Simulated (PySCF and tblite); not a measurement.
Results of a calculation; reference values are marked as such.
System: C₅H₈BFSe, numbered as in [CH2:1]=[CH:2][BH:3][C@@H:4]1[CH2:5][C@@H:6]([F:7])[Se:8]1.

For the rotation about the B3–C2 bond (torsion C4–B3–C2–C1 from -32° to 172°, rising): electronic barrier 2.21 kcal/mol, zero-point change -0.27 kcal/mol, thermal and entropy terms at 200 K a further 0.19 kcal/mol (symmetry numbers apart). The minimum is C1, the saddle C1. The path came from a restrained scan, a climbing-image band and a saddle search at GFN2-xTB; energies are CAM-B3LYP/pcSseg-1 + D3(BJ)//GFN2-xTB, thermal terms GFN2-xTB. Rates follow Eyring's equation with the number of equivalent paths and no tunnelling. Run with tblite and PySCF.

(1) How many equivalent paths lead out of the minimum?

(2) Work out the rate at 200 K.

Spin–orbit effects of heavy atoms on shieldings are missing.

Answers

(1) 1: the symmetry number of the minimum is 1, that of the saddle displaced along its mode 1.

(2) ΔG‡ = 2.13 kcal/mol; k_B T/h = 4.2×10¹² s⁻¹; exp(−ΔG‡/RT) = 0.0047; times 1 gives k = 1.9×10¹⁰ s⁻¹. Wigner's tunnelling factor for the 93i cm⁻¹ mode would be 1.02.
